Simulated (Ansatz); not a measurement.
Mulliken charges of C$_{2}$H$_{2}$FInS (`FC1=[CH][InH][S]1`) from ωB97M-V/def2-TZVPP in Ansatz (PBE0-D4/def2-TZVP geometry).

```json
{"atom": "F1", "x (Å)": "0.165", "y (Å)": "-1.365", "z (Å)": "1.946", "charge (e)": "-0.164"}
{"atom": "C2", "x (Å)": "0.017", "y (Å)": "-0.708", "z (Å)": "0.800", "charge (e)": "0.223"}
{"atom": "C3", "x (Å)": "0.405", "y (Å)": "0.566", "z (Å)": "0.625", "charge (e)": "-0.391"}
{"atom": "In4", "x (Å)": "-0.222", "y (Å)": "0.652", "z (Å)": "-1.363", "charge (e)": "0.536"}
{"atom": "S5", "x (Å)": "-0.740", "y (Å)": "-1.629", "z (Å)": "-0.511", "charge (e)": "-0.296"}
{"atom": "H6", "x (Å)": "0.870", "y (Å)": "1.171", "z (Å)": "1.390", "charge (e)": "0.108"}
{"atom": "H7", "x (Å)": "-0.495", "y (Å)": "1.313", "z (Å)": "-2.887", "charge (e)": "-0.017"}
```

Problem. By hand: the dipole of these point charges (1 e Å = 4.8032 D).

Solution. Σ q r = (0.021, 0.780, -0.765) e Å, of length 1.093 e Å = 5.25 D.

Problem. How does the dipole of the full density compare? (An estimate is asked.)

Solution. Computed: (0.086, 0.688, -0.467) e Å, 4.02 D; the point charges give 1.31 times that, at 11° from its direction.

Point charges leave out the atoms' own dipoles, such as those of lone pairs, and Mulliken's split depends on the basis, so the two needn't agree.
